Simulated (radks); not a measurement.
Initial-state core-level shifts of the gallium ion Ga+ when its valence configuration changes from [Ar] 3d10 4s2. Calculated with a radial shooting solver on a logarithmic mesh with Libxc functionals: scalar-relativistic Kohn-Sham, PBEsol, spin-polarised, spherical densities, finite nucleus; open shells are filled with parallel spins first; Fermi nuclear charge, rms radius 3.9973 fm. Shifts are changes of the shell-averaged eigenvalues in eV (positive: less bound); the change of the density at the nucleus, which sets a Mossbauer isomer shift, is in e/bohr^3, on a base of 2.851e+04.

valence                2s       2p       3s       3p  density at nucleus
3d9 4s2 4p1       -11.876  -11.786  -10.314  -10.098              +9.298
3d10 4s1 4p1       -1.547   -1.548   -1.649   -1.646             -14.282
3d9 4s1 4p2       -13.122  -13.027  -11.626  -11.402              -7.574
3d8 4s2 4p2       -24.778  -24.586  -20.970  -20.518             +19.919
3d10 4s1.5 4p0.5   -0.847   -0.848   -0.894   -0.893              -6.958
3d9.5 4s0.5 4p2    -8.010   -7.965   -7.429   -7.316             -19.242
3d10 4p2           -3.231   -3.234   -3.414   -3.408             -29.421
3d8.5 4s1.5 4p2   -18.813  -18.671  -16.239  -15.902              +5.514
3d9.5 4s1.5 4p1    -6.561   -6.517   -5.901   -5.794              -3.138
